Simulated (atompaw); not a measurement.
**ruthenium: one change to a PAW (atompaw) potential, before and after**

```json
{
  "Element": "Ru",
  "Generator": "atompaw 4.2.0.5",
  "Type": "PAW",
  "Functional": "PBE",
  "Relativity": "scalar-relativistic",
  "Frozen core": "[Ar] 3d10",
  "Valence charge": "16",
  "Reference configuration": "4s2 4p6 4d7 5s1 5p0",
  "Partial waves": "4s (bound): rc 1.40 bohr; 5s (bound): rc 2.05 bohr; 4p (bound): rc 1.55 bohr; 5p (bound, empty): rc 2.05 bohr; 4d (bound): rc 1.95 bohr; 4d channel at 0.25 Ry: rc 2.05 bohr",
  "Local potential": "ultrasoft scheme with l = 3 at 0.5 Ry, radius 1.80 bohr",
  "Core correction": "smooth core density matched at 1.80 bohr",
  "Augmentation charge": "sinc compensation charge, radius 1.95 bohr; PAW radius 2.05 bohr; waves and projectors: custom polynom gramschmidtortho"
}
```

Change: wave 5s (bound): rc 2.05 bohr becomes 5s (bound): rc 1.04 bohr.

Cutoffs: the cutoffs (Ry, on a coarse ladder) from which the occupation-weighted sum of valence levels, in a spherical-Bessel basis at the reference potential, stays within 10 and 1 mRy of its value at 400 Ry; they do not see the model core or the augmentation charge, which bear on the density cutoff.

**Question.** What does the change do?

**Answer.** The potential gets harder (40 Ry and 60 Ry → 45 Ry and 70 Ry); neither file shows a bound ghost.

```csv
quantity,base,changed
"cutoff, loose",40 Ry,45 Ry
"cutoff, tight",60 Ry,70 Ry
loose cutoff by channel (10 mRy a level),"s 18 Ry, p 25 Ry, d 21 Ry","s 35 Ry, p 25 Ry, d 21 Ry"
bound ghosts,none,none
s: phases at 2.05 bohr within 0.05 rad from the reference energy up to (Ry; the scan ends near 5),4.2,to the end of the scan
p: phases at 2.05 bohr within 0.05 rad from the reference energy up to (Ry; the scan ends near 5),1.7,1.7
d: phases at 2.05 bohr within 0.05 rad from the reference energy up to (Ry; the scan ends near 5),2.6,2.6
lowest overlap eigenvalue by channel,"s 0.62, p 0.60, d 0.76","s 0.59, p 0.60, d 0.76"
```

 The cutoffs see the waves, projectors and local potential, not the compensation charge or the core.
